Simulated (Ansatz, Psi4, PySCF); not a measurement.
diarsenic (As$_{2}$), singlet, at a GFN2-xTB geometry. Base run: B3LYP5/cc-pVTZ (PySCF).

Geometry (Å):
```xyz
2

As     0.0000     0.0000    -1.0470
As     0.0000     0.0000     1.0470
```
Charge 0, spin multiplicity 1.
All else is at PySCF's defaults.

The same geometry, method and basis name were run in Ansatz (an electronic-structure program) and Psi4 and PySCF, at each program's defaults and at the settings that a row names. The base is PySCF at its defaults. Differences at the defaults can come from grids, fitting, cores and function types together.

```csv
code and settings,ΔE vs base (mEh),basis functions,E (Eh),SCF cycles
"PySCF, defaults (exact integrals, its default grid, spherical functions)",0.000,86,-4471.66735,7
"Psi4, defaults (density fitting with its default set, its default grid, spherical functions)",-0.035,86,-4471.66739,7
"Ansatz, defaults (factorised integrals, its default grid, spherical functions)",-0.003,86,-4471.66735,-
"PySCF, density fitting with def2-universal-jkfit",-0.098,86,-4471.66745,7
"PySCF, fine grid",-0.002,86,-4471.66735,7
"Psi4, exact integrals, spherical functions, fine grid",-0.003,86,-4471.66735,9
"Ansatz, high accuracy",-0.002,86,-4471.66735,-
```
